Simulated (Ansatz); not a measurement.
Gas-phase electronic energies from Ansatz, PBE0-D4/def2-TZVP geometries. CCSD(T)/CBS adds triple-zeta CCSD(T) − MP2 to the extrapolated MP2 energy (def2 sets, frozen cores). Functionals use def2-TZVPP. For Ge outer-core shells are correlated without core-valence functions, which leaves a few kJ/mol of doubt a bond. Scalar relativity is left out up to krypton. Each species was taken in one conformer, which may not be the lowest.

`[F][Ge][F]` + `CO[SiH](C)Cl` → `[F][Ge][Cl]` + `CO[SiH](C)F`  (redistribution)

```
         level  ΔE (kJ/mol)
        B97M-V        -47.6
       ωB97M-V        -43.9
        B2PLYP        -49.1
      PBE-QIDH        -46.4
  MP2/def2-SVP        -33.3
MP2/def2-TZVPP        -43.3
 HF/def2-QZVPP        -57.9
CCSD/CBS(def2)        -48.9
```

**Question.** What does CCSD(T)/CBS give? (Best estimate.)

**Answer.** The calculation gave: -47.0 kJ/mol. The listed levels differ from it by -0.6, 3.1, -2.1, 0.6, 13.7, 3.7, -10.9, -1.9 kJ/mol.

Largest T1 diagnostic among the species: 0.015.

At CCSD(T), def2-SVP lies +10.6 kJ/mol from the extrapolated value and def2-TZVPP +0.4 kJ/mol. The D4 term adds +4.6 kJ/mol with B3LYP and +2.7 kJ/mol with PBE0; it sums over pairs of atoms, weighted by their polarisabilities, and B3LYP, whose exchange is more repulsive, gets the larger term.

B3LYP here is the variant with VWN-RPA as its local correlation; programs differ in this.
